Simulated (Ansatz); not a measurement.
CLi2Se: which of two structures lies lower

We compare I, a triplet given by its coordinates, with II, a singlet given by its coordinates. Both are isolated molecules in the gas phase, relaxed with PBE0-D3(BJ)/def2-SVP.

I (Å):

```json
{"atom": "C", "x (Å)": "-3.6924", "y (Å)": "1.4618", "z (Å)": "-1.6519"}
{"atom": "Li", "x (Å)": "-5.2809", "y (Å)": "1.5968", "z (Å)": "-2.5831"}
{"atom": "Li", "x (Å)": "-3.5756", "y (Å)": "1.8878", "z (Å)": "0.2923"}
{"atom": "Se", "x (Å)": "-1.9444", "y (Å)": "1.1768", "z (Å)": "-1.2146"}
```

Close contacts (Å): C1–Li2 1.85, C1–Li3 1.99, C1–Se4 1.82, Li3–Se4 2.33.

II (Å):

```xyz
4

C    -3.6235    1.4228   -1.7542
Li   -5.3033    1.6240   -2.4874
Li   -3.6147    1.8846    0.2412
Se   -1.9518    1.1918   -1.1570
```

Close contacts (Å): C1–Li2 1.84, C1–Li3 2.05, C1–Se4 1.79, Li2–Li3 3.22, Li3–Se4 2.28.

Q: Estimate which is lower in electronic energy at CCSD(T)/def2-TZVPP, and by roughly how much.

A: Too close to call at this level: CCSD(T)/def2-TZVPP gives E(II) − E(I) = −0.20 kcal/mol.

Level by level:

```
               level              geometry  E(II) − E(I) (kcal/mol)  departure from the last row (kcal/mol)  job, with rough time for the two
PBE0-D3(BJ)/def2-SVP  PBE0-D3(BJ)/def2-SVP                     +3.38                                   +3.58                optimisation, 39 s
       HF/def2-TZVPP  PBE0-D3(BJ)/def2-SVP                    +15.74                                  +15.93           part of the CCSD(T) run
      MP2/def2-TZVPP  PBE0-D3(BJ)/def2-SVP                     −1.92                                   −1.72           part of the CCSD(T) run
  CCSD(T)/def2-TZVPP  PBE0-D3(BJ)/def2-SVP                     −0.20                                                        single point, 55 s
```

The largest departure from CCSD(T)/def2-TZVPP is that of HF/def2-TZVPP, 15.93 kcal/mol. Levels run at GFN2-xTB geometries aren't shown.

With harmonic frequencies from PBE0-D3(BJ)/def2-SVP (ideal gas, rigid rotor, one conformer each, 298.15 K, 1 atm): the zero-point term adds +0.28 kcal/mol; ΔH is −0.03 and ΔG +0.92 kcal/mol.

The T1 diagnostic of structure II is large, so the coupled-cluster value is less sure. Open shells are spin-unrestricted. The correlated steps freeze 10 core orbitals; the filled d shell of Se is correlated; the last core shell of Li is correlated, in a basis made for valence electrons. ΔG holds the spin degeneracy. Run with Ansatz 0.2.0; the last row on 1 thread of Arm Neoverse V2 on a shared host.
